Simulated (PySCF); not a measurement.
# Reading the logs of faulty runs: B2CH6Si

All numbers below are calculated, not measured. The program is PySCF 2.14.0, an open-source quantum chemistry code, run on an isolated molecule that a program drew, which may never have been made. The molecule is B2CH6Si (charge 0, singlet), drawn as the SMILES string `B[Si](B)=C`.

Each row is a Hartree-Fock (HF) and frozen-core CCSD(T) single point in the cc-pV(D+d)Z basis, meant for a local HF minimum. Run 1 is clean. Each other run has one planted mistake out of seven kinds, and not every kind appears here: one electron removed, one electron added, multiplicity raised by two, geometry at a saddle point, minimal basis STO-3G, one bond length entered in bohr, all coordinates scaled. The reference is restricted for singlets and unrestricted otherwise, and also for a bond in bohr. Adding or removing an electron swaps singlet and doublet. Electrons count all cores. HOMO and LUMO are orbital energies over both spins, the gradient is its largest component, and the lowest frequency (negative if imaginary) is given only where the gradient is small. Bond lengths are over the 9 bonds as drawn. T1 is the CCSD diagnostic: over 0.02 (restricted) or 0.045 (unrestricted) a single reference is doubtful.

Geometry of the clean run:
```xyz
10
B2CH6Si, angstrom
B    -2.5746   -1.3602    0.2975
Si   -1.8914    0.0069   -1.0109
B    -0.2184   -0.1328   -2.1195
C    -2.8319    1.4400   -1.1997
H    -2.0042   -2.3938    0.5106
H    -3.5924   -1.1433    0.8940
H     0.0691    0.7640   -2.8625
H     0.5127   -1.0826   -2.0706
H    -3.7514    1.6173   -0.6501
H    -2.5548    2.2412   -1.8781
```

| run | electrons | basis functions | <S^2> | HOMO (eV) | LUMO (eV) | gradient (hartree/bohr) | lowest frequency (cm^-1) | mean bond (Å) | longest bond (Å) | T1 | HF (hartree) | CCSD(T) (hartree) | mistake |
|---|---|---|---|---|---|---|---|---|---|---|---|---|---|
| 1 | 36 | 95 | 0.000 | -8.40 | 0.46 | 2.5e-05 | 160 | 1.4131 | 2.012 | 0.0153 | -379.55531 | -380.03016 | no fault |
| 2 | 36 | 30 | 0.000 | -5.62 | 4.87 | 4.2e-02 | - | 1.4131 | 2.012 | 0.0117 | -375.10349 | -375.35261 | minimal basis STO-3G |
| 3 | 37 | 95 | 1.048 | -1.10 | 5.85 | 6.7e-02 | - | 1.4131 | 2.012 | 0.0557 | -379.57173 | -380.05936 | one electron added |
| 4 | 35 | 95 | 0.756 | -16.48 | -6.67 | 4.1e-02 | - | 1.4131 | 2.012 | 0.0130 | -379.29332 | -379.70856 | ? |

**Which mistake was planted in run 4, and what did it cost?**

It counts 35 electrons, one fewer than the clean run, at the same geometry and basis. So the mistake is: one electron removed. Subtracting run 1 and multiplying by 627.51 kcal/mol a hartree, the energy moved by 164.4 kcal/mol in HF and 201.8 kcal/mol in CCSD(T).

Cautions from the logs. Run 3: T1 is over the limit, so its CCSD(T) energy is less reliable.
